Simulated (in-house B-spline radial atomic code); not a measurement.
**RPA and G0W0 on CAM-B3LYP: Ar3+**

Configuration [Ne] 3s2 3p3, highest spin, mean-field start CAM-B3LYP. Computed with an all-electron radial atomic-structure program (B-spline basis): all electrons, non-relativistic, point nucleus, each spin shell either full or empty, empty states to l = 9 with an (l + 1/2)⁻⁴ tail; G0W0 by contour deformation at full frequency.

Command:
```bash
python run_gw.py task.json out
```
Settings (radii: box in bohr, nucleus in fm):
```
Z                        18
electrons                15
configuration            [Ne] 3s2 3p3
hamiltonian              nr
method                   camb3lyp
lmax                     9
spin_polarised           True
box_radius               14.14
intervals                49
```

Run time, properties included: 2.4 s on 1 thread of Arm Neoverse N1, with other jobs on the host.

Energies (hartree):

```
                                     term       value
                         mean-field total  -524.47214
Hartree-Fock functional on these orbitals  -523.85852
                      direct second order    -0.98186
                    second-order exchange     0.35718
                         SOSEX correction     0.32756
```

Question: What is the RPA correlation energy, and what remains with SOSEX?

Answer: RPA gives -0.87361 hartree (-1.58 eV per electron); RPA + SOSEX gives -0.54605, and the second-order doubles -0.62468 hartree (no singles). RPA lacks exchange-type terms and so overcorrelates at short range.

Quasi-particle levels (eV):

| level | occupied | mean field | Σx - vxc | Σc | QP weight | G0W0 |
| --- | --- | --- | --- | --- | --- | --- |
| 3p up | yes | -55.07 | -4.04 | ? | ? | ? |
| 3s down | yes | -65.92 | -1.43 | -2.38 | 0.952 | -69.72 |
| 2p down | yes | -285.56 | -21.02 | 7.26 | 0.882 | -299.33 |
| 3p down | no | -44.15 | 6.03 | -2.89 | 0.950 | -41.01 |

G0W0 = mean field + (Σx - vxc) + Σc, with Σc (partial-wave tail included) taken at the quasi-particle energy. Only the outer levels were computed. Levels of low weight are left out.

Question: Where does G0W0 put 3p up?

Answer: At -59.35 eV, with Σc = -0.25 eV and a quasi-particle weight of 0.950. The tabulated removal energy is 59.58 ± 0.18 eV (NIST, semi-empirical); the calculation leaves out relativity, Breit and QED terms, and what these don't explain is the method's own error.
